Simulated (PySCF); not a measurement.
FGeH₆NSi, SMILES F[SiH2][NH][GeH3].

Coordinates come from a B3LYP-D3(BJ)/def2-SVP optimisation. The structure was generated by enumeration, and PubChem lists no compound with its InChIKey, so it may never have been made. Other conformers were not sampled.

Two levels are set side by side: PBE/def2-TZVP (PySCF) and HF/def2-TZVP (PySCF). Same geometry, gas phase. Differences are taken from unrounded values.

```
quantity                         HF    PBE  PBE minus HF
---------------------------  ------  -----  ------------
orbital gap (eV)              14.21   5.69         -8.51
highest occupied level (eV)  -11.21  -6.48          4.73
lowest empty level (eV)        2.99  -0.79         -3.78
dipole moment (D)              2.15   2.00         -0.14
mean polarisability (bohr³)    56.2   64.6           8.3
```

PBE's occupied levels lie high since its potential decays too fast outside the molecule; exact exchange lowers them and widens the gap. Loosely held outer electrons make PBE densities more polarisable. Differences between two approximate levels are no errors against the true value.

Rough cost on one machine, each run with all the roots and properties that it gave: HF against PBE about 1/3.
